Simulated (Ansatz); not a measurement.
Isolated molecules relaxed with PBE0-D4/def2-TZVP in Ansatz; ΔE leaves out vibrations. CBS: MP2 limit from def2 TZ/QZ plus the TZ coupled-cluster correction, frozen cores. Functionals use def2-TZVPP. Each species was taken in one conformer, which may not be the lowest.

Reaction (ligand exchange at the Al–O bond): `[AlH2][O][SiH2][SiH3]` + `NB(O)F` → `OB(F)[NH][AlH2]` + `O[SiH2][SiH3]`

```
                species  r2SCAN-D4 energy (Eh)
`[AlH2][O][SiH2][SiH3]`             -900.86235
               `NB(O)F`             -256.62884
      `OB(F)[NH][AlH2]`             -499.66069
        `O[SiH2][SiH3]`             -657.80754
```

**Question.** Work out ΔE.

**Answer.** ΔE = (-499.66069) + (-657.80754) − (-900.86235) − (-256.62884) = 0.02296 Eh = +60.3 kJ/mol. CCSD(T)/CBS gives +61.2 kJ/mol.

Largest T1 diagnostic among the species: 0.013.

From PBE to PBE0 (25 % exact exchange), in def2-TZVPP and without D4, ΔE moves by +3.7 kJ/mol. In def2-TZVPP, CCSD(T) changes the Hartree–Fock value by −12.4 kJ/mol (the triples alone add −2.3 kJ/mol) and MP2 by −11.4 kJ/mol. Leaving LDA and LC-ωPBE aside and taking each functional with its dispersion term where it has one, the values, not all of them listed here, spread over 14.9 kJ/mol, from revPBE-D4 to BHLYP-D4.
